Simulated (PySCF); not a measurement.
Constitutional and geometric isomers with formula C2H6N2. Isolated molecules, 0 K electronic values unless said otherwise. One relaxed conformer stands for each flexible species; it need not be the lowest. Strings in code marks are SMILES.

The vertical ionisation energy (Delta-SCF) from two functionals at the same geometries (B3LYP-D3(BJ)/def2-TZVP), both in PySCF: PBE-D3(BJ)/def2-TZVP and TPSSh-D3(BJ)/def2-TZVP. Delta-SCF ions had no search for a lower state. 

| species | TPSSh-D3(BJ)/def2-TZVP (eV) |
|---|---|
| `N/C(=N\[H])C` | 9.12 |
| `C(=N\C)/N` | 8.74 |
| `C/N=C\N` | 8.88 |
| `C=C(N)N` | 7.72 |
| `[H]/N=C\NC` (C–N–C–N torsion 6°) | 8.82 |
| `N1CNC1` | 8.13 |

Problem. What does PBE-D3(BJ)/def2-TZVP give for each?

Solution. 
- `N/C(=N\[H])C`: 9.20
- `C(=N\C)/N`: 8.77
- `C/N=C\N`: 8.90
- `C=C(N)N`: 7.76
- `[H]/N=C\NC` (C–N–C–N torsion 6°): 8.90
- `N1CNC1`: 7.99
Over these rows, drawn at random from the members with no instability flagged (it was tested for open shells, ions and some series alone), PBE minus TPSSh-D3(BJ): mean +0.02 eV, from -0.13 eV to +0.08 eV.
